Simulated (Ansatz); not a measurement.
Geometry optimisation, Ansatz, RKS r2SCAN-D4/def2-SVP.

Input:

```yaml
crystal:
  periodic: [false, false, false]
  atoms:
    - { symbol: Hf, position_ang: [0.129145, -0.111564, -0.00211] }
    - { symbol: F, position_ang: [0.280795, 0.197176, 1.919146] }
    - { symbol: F, position_ang: [1.890804, -0.069705, -0.720543] }
    - { symbol: F, position_ang: [-0.842524, 1.283213, -0.873484] }
    - { symbol: F, position_ang: [-0.60004, -1.827361, -0.414336] }
    - { symbol: P, position_ang: [-3.218583, 0.112791, 1.711683] }
    - { symbol: H, position_ang: [-3.034448, 0.031622, 0.290135] }
    - { symbol: H, position_ang: [-3.053977, -1.29992, 1.88729] }
    - { symbol: H, position_ang: [-1.840073, 0.371648, 1.97412] }
basis:
  gaussian: { orbitals: def2-SVP }
hamiltonian:
  xc: r2scan
  dispersion: d4
relax:
  f_tol: 0.03
  max_steps: 50
```

Launched with:

```bash
$ ansatz run input.yaml --threads 4 --pin off --max-ram 5120MiB --backend cpu --events-out ev --progress --plain --runs-dir out
```

Where does it end, and by what steps?

The run converged. After 14 steps the energy has fallen by 0.083 eV; H8 moved furthest, 0.80 Å.

```
step  energy less start (eV)  largest force component (eV/Å)  accepted
   0                  0.0000                           0.838       yes
   1                 -0.0411                           0.133       yes
   2                 -0.0526                           0.077       yes
   3                 -0.0609                           0.131       yes
   4                 -0.0649                           0.314       yes
   5                 -0.0718                           0.205       yes
   6                 -0.0754                           0.173       yes
   7                 -0.0774                           0.091       yes
   8                 -0.0788                           0.081       yes
   9                 -0.0801                           0.121       yes
  10                 -0.0809                           0.108       yes
  11                 -0.0818                           0.071       yes
  12                 -0.0823                           0.054       yes
  13                 -0.0826                           0.030       yes
  14                 -0.0827                           0.014       yes
```

```xyz
9
Properties=species:S:1:pos:R:3
Hf 0.118 -0.174 0.025
F 0.399 0.426 1.820
F 1.828 -0.200 -0.809
F -0.960 1.039 -0.988
F -0.543 -1.969 -0.048
P -3.303 -0.110 1.694
H -3.014 0.660 0.525
H -2.694 -1.297 1.177
H -2.120 0.313 2.376
```

The run took 58 s on 4 threads of AMD EPYC 7R43 64-Core Processor (Zen 3), on a shared host, peak memory 0.24 GiB.
